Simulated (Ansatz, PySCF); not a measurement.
Breaking the Mg1–H2 bond in H2MgSe (SMILES [MgH][SeH]) (multiplicity 1 held, fragments rigid). Energies count from the point at 1.689 Å.
Geometry at that point (charge 0, multiplicity 1):
```json
[
 {"atom": "Mg", "x (Å)": "-0.9098", "y (Å)": "-0.7986", "z (Å)": "-1.2496"},
 {"atom": "H", "x (Å)": "-1.7924", "y (Å)": "-1.5775", "z (Å)": "-2.4609"},
 {"atom": "Se", "x (Å)": "0.3558", "y (Å)": "0.3557", "z (Å)": "0.4797"},
 {"atom": "H", "x (Å)": "0.6118", "y (Å)": "-0.9339", "z (Å)": "1.1476"}
]
```

R- and RO- levels are restricted; in cc, def2 and unpolarised 6-31G sets they are followed outwards from rest. Unrestricted levels (U-) break spin symmetry where that is lower. Active spaces are followed from a long bond inwards. Levels need not reach the same state.

Frozen-core correlation. Filled d and f shells under p-block atoms count as core. Rows in LANL2DZ carry no dispersion term and start afresh at each structure. LANL2DZ brings its own core potentials from Na on.

The values were computed with Ansatz (Gaussian basis) for Hartree–Fock, density functionals and correlated methods; PySCF for LANL2DZ rows. Values without a source in brackets are computed.

Energies in kcal/mol.

```
R (Å)  U-HF/LANL2DZ  R-CCSD(T)/def2-TZVPPD  FIC-NEVPT4(SD) on CASSCF(2,2)/def2-TZVPPD  FIC-MRCISD+Q on CASSCF(2,2)/def2-TZVPPD
-----  ------------  ---------------------  -----------------------------------------  ---------------------------------------
1.351          21.2                   21.0                                       21.0                                     21.0
1.520           4.3                    4.4                                        4.4                                      4.4
1.689           0.0                    0.0                                        0.0                                      0.0
1.858           2.7                    2.3                                        2.3                                      2.4
2.027           9.4                    8.2                                        8.1                                      8.2
2.280          22.8                   19.7                                       19.5                                     19.7
2.534          34.3                   31.6                                       31.3                                     31.6
2.956          43.7                   48.4                                       48.0                                     48.5
3.378          47.4                   59.5                                       59.1                                     59.7
3.885          48.9                   65.4                                       65.9                                     66.6
4.560          49.5                   65.4                                       68.9                                     69.6
5.405          49.8                   62.8                                       69.7                                     70.4
```

Doubts at one or more of the structures used: a spin-contaminated determinant (U-HF/LANL2DZ); a restricted determinant that unrestricted orbitals would lower (R-CCSD(T)/def2-TZVPPD); T1 above 0.05 (R-CCSD(T)/def2-TZVPPD); other coupled-cluster roots lie near (R-CCSD(T)/def2-TZVPPD).

Ansatz is an electronic-structure program.
